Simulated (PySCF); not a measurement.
Compound: C6H10O.
Structure used (PBE0-D3(BJ)/def2-SVP), in Å, numbered top down from 1:
```xyz
17
C6H10O angstrom
C      2.5053    1.5865    0.6166
C      1.6607    0.7652    0.0476
C      0.8055   -0.0630   -0.4971
C     -0.3845   -0.6652    0.2195
C     -0.2704   -2.1745    0.3093
O     -1.5810   -0.3840   -0.4631
C     -1.9683    0.9558   -0.4252
H      3.3920    1.2141    1.1403
H      2.3560    2.6709    0.5821
H      0.9367   -0.3665   -1.5444
H     -0.4258   -0.2349    1.2410
H     -0.2225   -2.6108   -0.6998
H     -1.1541   -2.5858    0.8182
H      0.6334   -2.4649    0.8624
H     -1.2318    1.6226   -0.9112
H     -2.9248    1.0395   -0.9596
H     -2.1130    1.3130    0.6138
```

All values: CAM-B3LYP/def2-SVPD (PySCF, non-relativistic), on one gas-phase PBE0-D3(BJ)/def2-SVP geometry that isn't relaxed in the solvent. The solvent is an IEF-PCM continuum (van der Waals radii × 1.2), and excitations are vertical TDDFT with non-equilibrium linear response and a frozen core. The model holds no explicit solvent molecules, cavitation or dispersion.

| run | E − E(gas) (kcal/mol) | HOMO (eV) | HOMO–LUMO gap (eV) | dipole (D) | lowest singlet (eV) | static polarisability (au) |
| --- | --- | --- | --- | --- | --- | --- |
| gas | 0.00 | -8.76 | 9.96 | 1.17 | 5.87 | 82.4 |
| P | -1.40 | -8.75 | 10.00 | 1.33 | 5.88 | 92.3 |
| Q | -3.59 | -8.78 | 10.06 | 1.65 | 5.89 | 110.4 |

The runs were made in cyclohexane and methanol. Which run belongs to which solvent?

P = cyclohexane, Q = methanol. The dielectric constants are 2.017 (cyclohexane), 32.61 (methanol), and the energy falls further as ε rises. The optical constants n² used for the excitations are 2.04, 1.77 in the same order. In this model the ground state sees the solvent through ε alone.

How constant is the ratio of the lowering to (ε − 1)/(2ε + 1)?

```
    solvent  (ε − 1)/(2ε + 1)  E − E(gas) (kcal/mol)  ratio (kcal/mol)  polarisation term (kcal/mol)
cyclohexane             0.202                  -1.40              -6.9                         -1.46
   methanol             0.477                  -3.59              -7.5                         -4.03
```

The ratio changes by +8.2 % in size from cyclohexane to methanol. The polarisation term is half the interaction of the solute with the induced surface charges.

Hardware: one thread of an x86-64 server, no GPU (shared host). Cost: 42 s. This is the whole response run at CAM-B3LYP/def2-SVPD in methanol, SCF included.
